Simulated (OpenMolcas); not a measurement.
**Zr I: effect of the active space**

```json
{
 "Program": "OpenMolcas",
 "Method": "SS-CASPT2 or its RAS form, IPEA 0.25 Eh, imaginary shift 0.1 Eh",
 "Basis": "ANO-RCC-VTZP",
 "Scalar Hamiltonian": "DKH2, point nucleus",
 "Spin-orbit coupling": "RASSI with atomic mean-field integrals over the reference wave functions, term energies averaged over their components"
}
```

A. 2 electrons in 5 orbitals (4d); 2S+1 = 3 even, 10 roots; 2S+1 = 1 even, 15 roots; closed shells correlated: 4s 4p 5s; CASPT2 step roughly 4 core-seconds
B. 4 electrons in 9 orbitals (RAS2 4d 5s; RAS3 5p, at most 2 electrons); 2S+1 = 3 even, 60 roots (55 in the spin-orbit step); 2S+1 = 5 even, 15 roots kept (CI in the orbitals of an earlier block, 10 in the spin-orbit step); 2S+1 = 1 even, 55 roots kept (CI in the orbitals of an earlier block, 43 in the spin-orbit step); 2S+1 = 3 odd, 87 roots (51 in the spin-orbit step); 2S+1 = 5 odd, 59 roots kept (CI in the orbitals of an earlier block, 39 in the spin-orbit step); 2S+1 = 1 odd, 67 roots kept (CI in the orbitals of an earlier block, 18 in the spin-orbit step); closed shells correlated: 4s 4p; CASPT2 step about 4 core-minutes

Energies in cm-1 above 4d2 5s2 3F2, the measured ground level; measured values from NIST Handbook of Basic Atomic Spectroscopic Data.

```
             Level      A      B  Measured
       4d2 5s2 3F2    0.0    0.0       0.0
       4d2 5s2 3F3    613    497       570
       4d2 5s2 3F4   1329   1079      1241
4d2 5s2 1D2 [55 %]   4760   3500          
       4d2 5s2 3P0   7170   3540      4197
       4d2 5s2 3P1   7410   3700      4376
4d2 5s2 3P2 [56 %]   7860   4340          
       4d2 5s2 1G4   9840   7790      8057
       4d2 5s2 1S0  19840  21110
```

Deviations, from unrounded energies. A percentage is the sum of absolute deviations over the sum of measured energies, with the sign that they share, or ± where signs differ.

```csv
Against measurement,Levels,A,B
mean absolute deviation (cm-1),5,1600,370
fine structure of the ground term (%),2,+7.2,-13.0
other terms of the ground configuration (%),3,+46.8,-9.6
```

B lies closest to measurement on these levels. The largest miss of B in the table is 4d2 5s2 3P1, by -680 cm-1. The ranking rests on the paired levels alone, and a cruder setting can come out closer through cancelling errors.

Between A and B the level of the table that moves most is 4d2 5s2 3P1, by 3700 cm-1 (lowest in B, highest in A). Moves below CASPT2's spread within the term are not significant.

CASPT2 breaks the degeneracy within a term, and the mean is taken; among the terms shown or strongly mixed into the levels shown the widest spread is 760 cm-1 (4d2 5s2 1G, A). Some terms miss by over 15 % even with CASPT2, which points to a basis or an active space too small for the shells correlated. With the s shell closed, the reference lacks s² → p², s² → d² and s → d mixing, so excited terms can stand far too high and out of order, with CASPT2 too (holds for A). Some high roots are left out of the spin-orbit mixing, which shifts the levels that they would mix with (holds for B). Terms from blocks run as CI alone lack orbitals of their own (holds for B). Configurations are named by rounded mean occupations; where the s occupation lies near a half they are strongly mixed, a name can repeat and a true partner stay unpaired (holds for B). Computed and measured levels are paired by configuration, term and J; levels that our copy of the source lacks, or whose pairing is in doubt (as where it misses far off the trend of its configuration), stay unpaired and out of the deviations. Levels of configurations outside the active space are missing. The table leaves out levels that lie high or whose names do not pair safely across all columns.

A share in square brackets marks a mixed level and gives the weight of the term that names it, the lowest over the columns.
